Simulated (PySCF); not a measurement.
Computed with UB3LYP in PySCF with Os def2-SVP with ECP60, Se def2-SVP; scalar-relativistic core potentials, no spin–orbit coupling; density-fitted integrals.

```xyz
3
charge 1 multiplicity 2, angstrom
Os    0.3344    0.4508    0.0000
Se   -0.4025   -0.5425    1.8053
Se   -0.4025   -0.5425   -1.8053
```

[OsSe2]+ (doublet), along the line from Os1 (at 0) through Se2 (at 2.188 Å). Core electrons replaced by a potential are absent, the electrostatic potential uses the reduced nuclear charge, and values within about 0.7 Å of such atoms have no physical meaning.

Problem. Tabulate the fields along this line at 0.77, 0.98, 1.20, 1.42, 1.64, 1.86, 2.08, 2.41, 2.63, 2.84, 3.06, 3.28, 3.50 Å.

Solution. 
| distance (Å) | electron density (e/Å³) | spin density (e/Å³) | electron localisation function | electrostatic potential (V) |
| --- | --- | --- | --- | --- |
| 0.77 | 2.41 | 0.062 | 0.55 | 50.4 |
| 0.98 | 1.16 | 0.0149 | 0.412 | 28.2 |
| 1.20 | 1.01 | -0.00235 | 0.574 | 25.4 |
| 1.42 | 1.26 | -0.00881 | 0.36 | 39.3 |
| 1.64 | 3.55 | -0.00543 | 0.206 | 83.5 |
| 1.86 | 37.8 | -0.00362 | 0.769 | 258 |
| 2.08 | 473 | 0.0044 | 0.601 | 2170 |
| 2.41 | 98.7 | -0.0198 | 0.615 | 629 |
| 2.63 | 11.1 | -0.000446 | 0.536 | 135 |
| 2.84 | 1.66 | -0.00671 | 0.204 | 53.8 |
| 3.06 | 0.76 | -0.00639 | 0.663 | 26 |
| 3.28 | 0.363 | -0.0038 | 0.858 | 14.5 |
| 3.50 | 0.157 | -0.00187 | 0.868 | 9.43 |

On a grid of 0.11 Å the density has a local minimum along the bond near 1.09 Å from Os, at 1.01 e/Å³, where the ELF is 0.49.

Open d and f shells are described by one determinant, and the ground state may have another occupation or spin. With an element this heavy the missing spin–orbit coupling can shift these numbers.
